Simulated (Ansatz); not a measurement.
Interaction energy ladder

The pair of Li⁺ (SMILES [Li+], atom 1) and SiH3Cl (SMILES [SiH3]Cl, atoms 2–6), both closed shells, in one local arrangement (a lower one may exist), relaxed at PBE0-D4/def2-TZVP:

```xyz
6
angstrom
Li 0.5134 -0.1555 -2.9774
Si -0.0298 -0.0027 0.7972
Cl -0.7582 0.3345 -1.1954
H -1.1529 0.4440 1.6357
H 1.1831 0.8300 0.8912
H 0.2443 -1.4503 0.8485
```

Program: Ansatz 0.2.0. Basis: def2-TZVPPD, with def2-QZVPPD for the basis limit. Cores are frozen in the correlated methods. The outer core shell of Li, Na, Mg and K is correlated. B3LYP uses VWN-RPA correlation. Extrapolation: Hartree–Fock as exp(−7.88 √X), correlation as X^−2.97. Interaction energies count from these two fragments, frozen as in the pair, with the counterpoise correction; negative means bound.

What is the interaction energy by CCSD(T) at an estimated basis limit (MP2 extrapolated from triple and quadruple zeta, plus CCSD(T) − MP2 in triple zeta)? (An estimate is asked for; the value comes from the calculation.)

The calculation gives: -100.1 kJ/mol. Hartree–Fock alone gives -101.9 kJ/mol at the basis limit. It counts from the two fragments frozen as in the pair.

The same quantity by other methods in triple zeta, and each one's difference from that estimate:
| method | E_int (kJ/mol) | difference |
| --- | --- | --- |
| PBE-D4 | -103.5 | -3.4 |
| revPBE-D4 | -100.5 | -0.3 |
| BLYP-D4 | -104.8 | -4.7 |
| r2SCAN-D4 | -95.1 | 5.0 |
| B97M-V | -95.6 | 4.5 |
| PBE0-D4 | -104.0 | -3.9 |
| B3LYP-D4 | -106.0 | -5.9 |
| HSE06-D4 | -104.0 | -3.9 |
| wB97X-V | -101.8 | -1.7 |
| wB97M-V | -101.4 | -1.3 |
| B2PLYP | -102.0 | -1.9 |
| HF | -98.8 | 1.3 |
| MP2 | -95.6 | 4.5 |
| CCSD | -96.1 | 4.0 |
| CCSD(T) | -95.1 | 5.0 |
Differences are method less estimate.

Which atoms make the shortest contact between the fragments?

Li1 and Cl3, 2.24 Å apart.

Energy to bend the free fragments (PBE0-D4 minima) into their shapes in the pair, CCSD(T)/def2-TZVPPD: SiH3Cl 9.6 kJ/mol. This must be added to the interaction energy to get the binding energy from relaxed fragments.

Basis-set superposition shift (counterpoise-corrected less uncorrected): CCSD(T) 1.7; MP2 1.5; HF 0.1; PBE0-D4 0.2; wB97M-V 0.2 kJ/mol.

The T1 diagnostic stays at or below 0.009.

For scale, one of the runs: CCSD(T)/def2-TZVPPD, 172 basis functions, launched by `ansatz run in.yaml --threads 2 --pin off --events-out ev --progress --plain --max-ram 5222MiB`. Hardware: 2 CPU threads of an Intel Xeon Platinum 8488C, shared host. Wall time 11 s; peak host memory 1.4 GiB.
